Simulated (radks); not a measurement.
Results of a calculation; reference values are marked as such.
Coherent X-ray form factor from a spherical all-electron density. Code: a radial shooting solver on a logarithmic mesh with Libxc functionals. Model: non-relativistic Kohn-Sham, LDA (Slater exchange, VWN5 correlation), spin-polarised, spherical densities, point nucleus.

| sin(theta)/lambda (1/angstrom) | f0 (electrons) |
|---|---|
| 0.05 | 18.482 |
| 0.1 | 17.240 |
| 0.15 | 15.777 |
| 0.2 | 14.331 |
| 0.25 | 12.956 |
| 0.3 | 11.690 |
| 0.4 | 9.638 |
| 0.5 | 8.264 |
| 0.6 | 7.373 |
| 0.8 | 6.192 |
| 1 | 5.167 |
| 1.25 | 3.970 |
| 1.5 | 3.011 |
| 2 | 1.897 |

The species is in the configuration that NIST lists as its ground one. Which atom or ion scatters so?

Answer. The calcium ion Ca+, [Ar] 4s1. Extrapolating in s^2 from the first two rows gives f0(0) = 18.9, near the electron count 19; among species with that count, the fall with angle is slower the higher Z, and the table is that of Z = 20; from so few rows the species is fixed only to a neighbour or two.
